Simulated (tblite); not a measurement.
**Question.** Give a GFN2-xTB geometry of `Nc1ccc([SiH2])cc1` [radical]. (Doublet state.)

**Answer.** 
```xyz
16
C6H8NSi angstrom
N     -2.9031    0.0214    0.1118
C     -1.5199    0.0210    0.0521
C     -0.7623    0.6554    1.0395
C      0.6112    0.5889    1.0198
C      1.2991   -0.1030    0.0120
Si     3.1355   -0.2273    0.0146
C      0.5243   -0.7408   -0.9681
C     -0.8494   -0.6784   -0.9542
H     -3.3805   -0.1770   -0.7534
H     -3.3198    0.7628    0.6524
H     -1.2708    1.2006    1.8236
H      1.1748    1.0915    1.7940
H      3.8749    0.7116    0.8393
H      3.7851   -0.6586   -1.2103
H      1.0195   -1.2855   -1.7602
H     -1.4259   -1.1737   -1.7241
```

Orientation and origin are arbitrary. Atoms count from 1 in this order. Si6 (silicon bonded to C and 2 H) has angles 117.7°, 117.7° and 116.3°, sum 351.8°, 0.26 Å off the plane of its three neighbours. The 6 C–C bonds span 1.375 Å (C7–C8, aromatic) to 1.403 Å (C4–C5, aromatic), a spread of 0.028 Å. C5 (carbon bonded to 2 C and Si) is planar (angles 121.4°, 121.4° and 117.1°, sum 360.0°, 0.02 Å off the plane of its three neighbours). The 6-membered ring C2–C3–C4–C5–C7–C8 has internal angles of 117.1° to 121.6° (sum 720°, against 720° for a flat polygon); it is planar, 0.00 Å rms from its mean plane, widest ring torsion 1°.

Bonds between heavy atoms (Å): N1–C2 1.385, C2–C3 1.397, C3–C4 1.375, C4–C5 1.403, C5–Si6 1.841, C5–C7 1.403, C7–C8 1.375, C2–C8 1.397.

Structure optimised with GFN2-xTB, isolated species. This method treats the open shell by occupation alone, without spin polarisation.

Point group: Cs (every atom within 0.08 Å of its image). Its GFN2-xTB frequencies are all real (lowest 102 cm⁻¹). Torsions: C4–C5–Si6–H -18° and -165°.

One conformer stands for the species.

All values are computed, not measured.
